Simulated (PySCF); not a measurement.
Isomers of C6H7F, mass 98.053 u with the commonest isotopes. Method used: PBE0/def2-SVPD in PySCF (dipole) on a GFN2-xTB geometry, gas phase. One conformer each, none proved a minimum here; rigid rotors.

Question: Order these by rotational constant B, smallest first.
A. `[C@@]12(F)C[C@H]3[C@@H]1[C@H]3C2`
B. `FC1=CC[C@@H]2C[C@H]12`
C. `[CH2:1]=[CH:2][C@:3]1([F:4])[CH2:5][C:6]1=[CH2:7]` with C1–C2–C3–F4 -1°
D. `[CH:1]#[C:2]/[C:3](=[CH:4]\[F:5])[CH2:6][CH3:7]` with C2–C3–C6–C7 71°
E. `[CH2:1]=[C:2]([C:3]#[C:4][CH3:5])[CH2:6][F:7]` with C1–C2–C6–F7 0°
F. `C1C=CCC=C1F`

Answer: E (1154 MHz), C (1946 MHz), D (2104 MHz), F (2428 MHz), B (2683 MHz), A (3017 MHz).

Question: Order these by out-of-plane moment Σ m c² = (Ia + Ib − Ic)/2, largest first.
A. `[C@H]12CC=C([C@H]1C2)F`
B. `[CH2:1]=[CH:2][C@:3]1([F:4])[CH2:5][C:6]1=[CH2:7]` with C1–C2–C3–F4 -1°
C. `F[C@]12C[C@@H]3[C@H](C1)[C@@H]32`
D. `FC1=CCC=CC1`
E. `[CH2:1]=[CH:2][C:3](=[CH2:4])[C:5](=[CH2:6])[F:7]` with C1–C2–C3–C4 153°, C2–C3–C5–C6 -31°
F. `[CH:1]#[C:2]/[C:3](=[CH:4]\[F:5])[CH2:6][CH3:7]` with C2–C3–C6–C7 71°

Answer: B (44.48 u·Å²), C (37.31 u·Å²), A (17.12 u·Å²), F (16.77 u·Å²), E (14.06 u·Å²), D (3.10 u·Å²).

Question: Order these by rotational constant C, smallest first.
A. `[CH2:1]=[C:2]([C:3]#[C:4][CH3:5])[CH2:6][F:7]` with C1–C2–C6–F7 0°
B. `[CH:1]#[C:2]/[C:3](=[CH:4]\[F:5])[CH2:6][CH3:7]` with C2–C3–C6–C7 71°
C. `FC1=CC[C@@H]2C[C@H]12`
D. `[CH2:1]=[CH:2][C@:3]1([F:4])[CH2:5][C:6]1=[CH2:7]` with C1–C2–C3–F4 -1°
E. `F[C@]12C[C@@H]3[C@H](C1)[C@@H]32`
F. `[CH2:1]=[CH:2][C:3](=[CH2:4])[C:5](=[CH2:6])[F:7]` with C1–C2–C3–C4 153°, C2–C3–C5–C6 -31°
G. `FC1=CCC=CC1`

Answer: A (1010 MHz), B (1400 MHz), F (1593 MHz), G (1666 MHz), D (1801 MHz), C (1952 MHz), E (2590 MHz).

| SMILES | point group | Ia (u·Å²) | Ib (u·Å²) | Ic (u·Å²) | κ | μa (D) | μb (D) | μc (D) |
| --- | --- | --- | --- | --- | --- | --- | --- | --- |
| C#C/C(=C\F)CC | C1 | 154.44 | 240.14 | 361.04 | -0.25 | 1.66 | 0.70 | 0.35 |
| FC1=CCC=CC1 | Cs | 101.47 | 208.16 | 303.42 | -0.54 | 1.77 | 0.11 | 0.00 |
| C=C(C#CC)CF | near Cs | 68.98 | 437.84 | 500.43 | -0.95 | 2.49 | 0.42 | 0.01 |
| C=C[C@]1(F)CC1=C | C1 | 109.85 | 259.70 | 280.59 | -0.90 | 0.86 | 1.21 | 1.07 |
| FC1=CC[C@@H]2C[C@H]12 | C1 | 104.76 | 188.39 | 258.91 | -0.49 | 1.94 | 0.16 | 0.20 |
| F[C@]12C[C@@H]3[C@H](C1)[C@@H]32 | Cs | 102.24 | 167.51 | 195.13 | -0.64 | 1.92 | 0.00 | 0.09 |
| C=CC(=C)C(=C)F | C1 | 133.22 | 212.09 | 317.20 | -0.28 | 1.43 | 0.15 | 0.55 |
